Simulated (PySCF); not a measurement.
Method: PBE0-D3(BJ)/def2-TZVP in PySCF. Isolated molecules, 0 K electronic values unless said otherwise. 

Reference species (SMILES): `[SiH3][Si][SiH3]` (excited triplet) (neutral, multiplicity 3).

The dipole moment comes out as 0.09 D.

Changed species: `N#C[Si][SiH3]` (excited triplet) (X = cyano, multiplicity 3; the reference has X = silyl, multiplicity 3).

Question: Give the shifts of the dipole moment.

Answer: the dipole moment increases by 3.95 D, to 4.04 D.
